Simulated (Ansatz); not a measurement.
Start from `BC(=C)CI` and change one atom or group to get `C=CCI`.

Ansatz, PBE0-D4/def2-TZVP geometries, multiplicity 1. Each molecule was computed in one conformer, which needn't be the lowest.

Elements past krypton have def2 core potentials.

```
                                      property  `BC(=C)CI`
             HOMO energy (PBE/def2-TZVPP) / eV       -6.19
           HOMO energy (B3LYP/def2-TZVPP) / eV       -7.05
         HOMO–LUMO gap (B3LYP/def2-TZVPP) / eV        4.61
size of the dipole moment (PBE/def2-TZVPP) / D        2.03
         LUMO energy (ωB97M-V/def2-TZVPP) / eV       -0.24
           HOMO–LUMO gap (PBE/def2-TZVPP) / eV        2.98
```

What does the change do to each property? (Best estimate.)

Computed: 
```csv
property,`C=CCI`,shift
HOMO energy (PBE/def2-TZVPP) / eV,-6.10,0.09
HOMO energy (B3LYP/def2-TZVPP) / eV,-6.98,0.07
HOMO–LUMO gap (B3LYP/def2-TZVPP) / eV,5.49,0.88
size of the dipole moment (PBE/def2-TZVPP) / D,1.74,-0.29
LUMO energy (ωB97M-V/def2-TZVPP) / eV,0.71,0.95
HOMO–LUMO gap (PBE/def2-TZVPP) / eV,3.92,0.94
```

With PBE0 the HOMO rises by 0.07 eV and the LUMO rises by 0.99 eV, so the gap widens by about 0.92 eV. PBE moves the HOMO by 0.09 eV and ωB97M-V by 0.05 eV. Dipoles are sizes alone; their direction can turn.

B3LYP here is the variant with VWN-RPA as its local correlation; programs differ in this.
